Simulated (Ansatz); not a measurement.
`[AlH2][S]BS` + `CC(=N)O` → `C/C(O)=[N]\[AlH2]` + `SBS`  (ligand exchange at the Al–S bond)

Calculated with Ansatz (gas phase, PBE0-D4/def2-TZVP geometries, no zero-point term in ΔE). CBS: MP2 limit from def2 TZ/QZ plus the TZ coupled-cluster correction, frozen cores. DFT in def2-TZVPP. B3LYP here is the variant with VWN-RPA as its local correlation; programs differ in this. Each species was taken in one conformer, which may not be the lowest.

`[AlH2][S]BS`:

Z-matrix (Å, degrees):
```
Al
S 1 2.190
H 1 1.583 2 121.7
H 1 1.577 2 115.3 3 -180.0
B 2 1.809 1 108.6 3 -0.0
S 5 1.780 2 131.5 1 -0.2
H 5 1.193 2 114.9 1 179.8
H 6 1.347 5 99.9 2 0.0
```

`CC(=N)O`:

```xyz
9

C     0.156   -0.307   -0.984
C    -0.124    0.147    0.410
N     0.644    0.164    1.414
O    -1.390    0.585    0.539
H    -0.530   -1.112   -1.255
H    -0.017    0.514   -1.683
H     1.181   -0.657   -1.085
H     1.565   -0.191    1.180
H    -1.485    0.857    1.463
```

`C/C(O)=[N]\[AlH2]`:

Cartesian coordinates in Å:
```
C -0.844 -0.757 1.313
C 0.182 -0.600 0.235
O 0.998 -1.681 0.204
N 0.308 0.366 -0.543
Al 0.318 1.800 -1.528
H -0.349 -0.872 2.279
H -1.502 0.107 1.336
H -1.427 -1.664 1.138
H 1.635 -1.523 -0.505
H 1.196 3.030 -1.056
H -0.515 1.794 -2.874
```

`SBS`:

```xyz
6

S    -0.148    1.558   -0.930
B     0.093   -0.134   -0.421
S    -0.079   -0.658    1.279
H    -0.442    2.097    0.268
H     0.377   -0.906   -1.281
H     0.199   -1.957    1.085
```

```
             level  ΔE (kcal/mol)  difference from CCSD(T)/CBS
            PBE-D4            3.2                         -0.4
         r2SCAN-D4            2.1                         -1.5
          B3LYP-D4            1.3                         -2.3
           ωB97M-V            2.3                         -1.3
            B2PLYP            1.3                         -2.3
               PBE            2.7                         -0.9
            r2SCAN            2.0                         -1.6
              PBE0            3.5                         -0.1
             B3LYP            0.5                         -3.1
     HF/def2-TZVPP            1.3                         -2.3
SCS-MP2/def2-TZVPP            2.0                         -1.6
CCSD(T)/def2-TZVPP            2.9                         -0.7
     HF/def2-QZVPP            1.3                         -2.3
    MP2/def2-QZVPP            3.2                         -0.4
      HF/CBS(def2)            1.3                         -2.3
     MP2/CBS(def2)            3.5                         -0.1
       CCSD(T)/CBS            3.6                            0
```

Largest T1 diagnostic among the species: 0.014.

The D4 term adds +0.8 kcal/mol with B3LYP and +0.4 kcal/mol with PBE0; it sums over pairs of atoms, weighted by their polarisabilities, and B3LYP, whose exchange is more repulsive, gets the larger term. From PBE to PBE0 (25 % exact exchange), in def2-TZVPP and without D4, ΔE moves by +0.7 kcal/mol. In def2-TZVPP, CCSD(T) changes the Hartree–Fock value by +1.5 kcal/mol (the triples alone add +0.4 kcal/mol) and MP2 by +1.4 kcal/mol.
